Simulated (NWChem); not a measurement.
System: CdNH$_{2}$Br; SMILES [NH2][Cd][Br]

```xyz
5

Cd    -0.0071    -0.7125    -0.0133
Br     0.0036     1.6998     0.0119
N      0.0261    -2.7177     0.1242
H      0.8309    -3.1218    -0.3548
H     -0.7973    -3.1496    -0.2951
```
Atoms are numbered in this order, from 1.

Results from NWChem. Coordinates come from a PBE0/def2-SVP optimisation. def2 effective core potentials on Cd; no spin-orbit coupling. Ions are spin-unrestricted doublets at the neutral geometry; other ion states weren't tried.

Q: Among these, which level gives the lowest value of “ΔSCF minus −ε(HOMO) (eV)”?
A) BHandHLYP/def2-SVPD
B) PBE/def2-SVPD
C) B3LYP/def2-SVPD

A: A, BHandHLYP/def2-SVPD. Values: BHandHLYP/def2-SVPD 0.70; B3LYP/def2-SVPD 2.26; PBE/def2-SVPD 3.10
